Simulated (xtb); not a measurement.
ethylene (C2H4), singlet, geometry from GFN2-xTB; GFN2-xTB in xtb 6.7.1.

Input for xtb:
```
$ xtb mol.xyz --gfn 2 --ohess --json

# file mol.xyz
6

C     -0.01328681    -0.00656652     0.65800535
C      0.01328681     0.00656652    -0.65800535
H     -0.02089650     0.90169144     1.23822259
H     -0.02873771    -0.92622134     1.21982272
H      0.02873771     0.92622134    -1.21982272
H      0.02089650    -0.90169144    -1.23822259
```

Output, abridged:

```
   ID    Z sym.   atoms
    1    6 C      1, 2
    2    1 H      3-6

           -------------------------------------------------
          |                Calculation Setup                |
           -------------------------------------------------

           -------------------------------------------------
          |                 G F N 2 - x T B                 |
           -------------------------------------------------

          ...................................................
          :                      SETUP                      :
          :.................................................:
          :  # basis functions                  12          :
          :  # atomic orbitals                  12          :
          :  # shells                            8          :
          :  # electrons                        12          :
          :  max. iterations                   250          :
          :  Hamiltonian                  GFN2-xTB          :
          :  restarted?                      false          :
          :  GBSA solvation                  false          :
          :  PC potential                    false          :
          :  electronic temp.          300.0000000     K    :
          :  accuracy                    1.0000000          :
          :  -> integral cutoff          0.2500000E+02      :
          :  -> integral neglect         0.1000000E-07      :
          :  -> SCF convergence          0.1000000E-05 Eh   :
          :  -> wf. convergence          0.1000000E-03 e    :
          :  Broyden damping             0.4000000          :
          :  net charge                          0          :
          :  unpaired electrons                  0          :
          ...................................................

 iter      E             dE          RMSdq      gap      omega  full diag
   1     -6.3829576 -0.638296E+01  0.523E+00    5.73       0.0  T
   2     -6.3981394 -0.151818E-01  0.311E+00    5.71       1.0  T
   3     -6.3986022 -0.462795E-03  0.800E-01    5.68       1.0  T
   4     -6.3987958 -0.193602E-03  0.770E-02    5.68       1.0  T
   5     -6.3987955  0.245655E-06  0.131E-02    5.68       3.1  T
   6     -6.3987959 -0.385874E-06  0.153E-03    5.68      26.6  T
   7     -6.3987959 -0.136181E-08  0.403E-04    5.68     101.3  T
   8     -6.3987959 -0.389915E-09  0.151E-06    5.68   27023.7  T

   *** convergence criteria satisfied after 8 iterations ***

         :::::::::::::::::::::::::::::::::::::::::::::::::::::
         ::                     SUMMARY                     ::
         :::::::::::::::::::::::::::::::::::::::::::::::::::::
         :: total energy              -6.271260607485 Eh    ::
         :: gradient norm              0.000030392776 Eh/a0 ::
         :: HOMO-LUMO gap              5.677619625917 eV    ::
         ::.................................................::
         :: SCC energy                -6.398795875622 Eh    ::
         :: -> isotropic ES            0.001281429594 Eh    ::
         :: -> anisotropic ES          0.001861306707 Eh    ::
         :: -> anisotropic XC          0.007605486074 Eh    ::
         :: -> dispersion             -0.001449540333 Eh    ::
         :: repulsion energy           0.127535268137 Eh    ::
         :: add. restraining           0.000000000000 Eh    ::
         :: total charge              -0.000000000000 e     ::
         :::::::::::::::::::::::::::::::::::::::::::::::::::::

      -----------------------------------------------------------
     |                   =====================                   |
     |                        A N C O P T                        |
     |                   =====================                   |
     |               Approximate Normal Coordinate               |
     |                Rational Function Optimizer                |
      -----------------------------------------------------------
      -----------------------------------------------------------
     |                   =====================                   |
     |                        A N C O P T                        |
     |                   =====================                   |
     |               Approximate Normal Coordinate               |
     |                Rational Function Optimizer                |
      -----------------------------------------------------------

          ...................................................
          :                      SETUP                      :
          :.................................................:
          :   optimization level            normal          :
          :   max. optcycles                   200          :
          :   ANC micro-cycles                  20          :
          :   degrees of freedom                12          :
          :.................................................:
          :   RF solver                   davidson          :
          :   write xtbopt.log                true          :
          :   linear?                        false          :
          :   energy convergence         0.5000000E-05 Eh   :
          :   grad. convergence          0.1000000E-02 Eh/α :
          :   maxmium RF displ.          1.0000000          :
          :   Hlow (freq-cutoff)         0.1000000E-01      :
          :   Hmax (freq-cutoff)         5.0000000          :
          :   S6 in model hess.         20.0000000          :
          ...................................................

generating ANC from exact Hessian ...
Using Lindh-Hessian (1995)
 Shifting diagonal of input Hessian by    0.0000000000000000
 Lowest  eigenvalues of input Hessian
    0.000000    0.000000    0.000000    0.000000    0.000000    0.000000
    0.022635    0.033890    0.080301    0.087835    0.121835    0.223390
    0.224099    0.371515    0.811904    1.111015    1.512054    1.964602
 Highest eigenvalues
[...]
 * total energy  :    -6.2712606 Eh     change       -0.8881784E-15 Eh
   *** GEOMETRY OPTIMIZATION CONVERGED AFTER 1 ITERATIONS ***
         :: total energy              -6.271260607485 Eh    ::
[...]
 Mol. α(0) /au        :         27.753312

Wiberg/Mayer (AO) data.
largest (>0.10) Wiberg bond orders for each atom

 ---------------------------------------------------------------------------
     #   Z sym  total        # sym  WBO       # sym  WBO       # sym  WBO
Molecule has the following symmetry elements: (i) 3*(C2) 3*(sigma)
It seems to be the D2h point group
 ---------------------------------------------------------------------------
     1   6 C    3.993 --     2 C    2.037     3 H    0.977     4 H    0.977
     2   6 C    3.993 --     1 C    2.037     6 H    0.977     5 H    0.977
     3   1 H    0.999 --     1 C    0.977
     4   1 H    0.999 --     1 C    0.977
     5   1 H    0.999 --     2 C    0.977
     6   1 H    0.999 --     2 C    0.977
 ---------------------------------------------------------------------------

Topologies differ in total number of bonds
Writing topology from bond orders to xtbtopo.mol

molecular dipole:
                 x           y           z       tot (Debye)
 q only:        0.000       0.000      -0.000
   full:        0.000       0.000      -0.000       0.000
molecular quadrupole (traceless):
                xx          xy          yy          xz          yz          zz
 q only:       -0.525       0.003       0.163      -0.018      -0.002       0.363
  q+dip:       -2.284       0.015       1.019      -0.072      -0.002       1.265
   full:       -1.226       0.008       0.608      -0.037       0.000       0.618

           -------------------------------------------------
          |               Frequency Printout                |
           -------------------------------------------------
 projected vibrational frequencies (cm⁻¹)
eigval :       -0.00    -0.00     0.00     0.00     0.00     0.00
eigval :      841.19   871.77  1021.31  1035.27  1183.24  1394.08
eigval :     1420.07  1704.79  3096.36  3097.00  3104.39  3128.97
 reduced masses (amu)
   1:  9.34   2:  9.19   3:  8.67   4: 10.16   5:  4.15   6:  5.50   7:  1.43   8:  5.07
   9:  2.59  10:  1.01  11:  5.23  12:  1.81  13:  2.15  14: 10.61  15:  1.60  16:  1.45
  17:  2.02  18:  2.17
 IR intensities (km·mol⁻¹)
   1:  0.00   2:  0.00   3:  0.00   4:  0.00   5:  0.00   6:  0.00   7:  3.52   8:  0.00
   9: 40.65  10:  0.01  11:  0.00  12:  0.00  13:  0.07  14:  0.00  15:  0.00  16: 44.61
  17:  0.00  18: 92.04
 Raman intensities (Ä⁴*amu⁻¹)
   1:  0.00   2:  0.00   3:  0.00   4:  0.00   5:  0.00   6:  0.00   7:  0.00   8:  0.00
   9:  0.00  10:  0.00  11:  0.00  12:  0.00  13:  0.00  14:  0.00  15:  0.00  16:  0.00
  17:  0.00  18:  0.00
 output can be read by thermo (or use thermo option).
 writing <g98.out> molden fake output.
 recommended (thermochemical) frequency scaling factor: 1.0
           -------------------------------------------------
          |             Thermodynamic Functions             |
           -------------------------------------------------

d2h symmetry found (for desy threshold:  0.10E+00) used in thermo

          ...................................................
          :                      SETUP                      :
          :.................................................:
          :  # frequencies                          12      :
          :  # imaginary freq.                       0      :
          :  linear?                             false      :
          :  only rotor calc.                    false      :
          :  symmetry                              d2h      :
          :  rotational number                       4      :
          :  scaling factor                  1.0000000      :
          :  rotor cutoff                   50.0000000 cm⁻¹ :
          :  imag. cutoff                  -20.0000000 cm⁻¹ :
          :.................................................:

    mode    ω/cm⁻¹     T·S(HO)/kcal·mol⁻¹    T·S(FR)/kcal·mol⁻¹   T·S(vib)
   ------------------------------------------------------------------------
   ------------------------------------------------------------------------

   temp. (K)  partition function   enthalpy   heat capacity  entropy
                                   cal/mol     cal/K/mol   cal/K/mol   J/K/mol
 298.15  VIB   1.05                  143.011      2.279      0.584
         ROT   635.                  888.752      2.981     15.805
         INT   669.                 1031.763      5.260     16.388
         TR   0.144E+27             1481.254      4.968     35.913
         TOT                        2513.0171    10.2281    52.3011   218.8279

       T/K    H(0)-H(T)+PV         H(T)/Eh          T*S/Eh         G(T)/Eh
   ------------------------------------------------------------------------
    298.15    0.400475E-02    0.538931E-01    0.248499E-01    0.290431E-01
   ------------------------------------------------------------------------

         :::::::::::::::::::::::::::::::::::::::::::::::::::::
         ::                  THERMODYNAMIC                  ::
         :::::::::::::::::::::::::::::::::::::::::::::::::::::
         :: total free energy          -6.242217460500 Eh   ::
         ::.................................................::
         :: total energy               -6.271260607485 Eh   ::
         :: zero point energy           0.049888349374 Eh   ::
         :: G(RRHO) w/o ZPVE           -0.020845202390 Eh   ::
         :: G(RRHO) contrib.            0.029043146984 Eh   ::
         :::::::::::::::::::::::::::::::::::::::::::::::::::::

optimized geometry written to: xtbopt.xyz

           -------------------------------------------------
          | TOTAL ENERGY               -6.271260607485 Eh   |
          | TOTAL ENTHALPY             -6.217367510512 Eh   |
          | TOTAL FREE ENERGY          -6.242217460500 Eh   |
          | GRADIENT NORM               0.000030384424 Eh/α |
          | HOMO-LUMO GAP               5.677619593008 eV   |
           -------------------------------------------------

normal termination of xtb
```
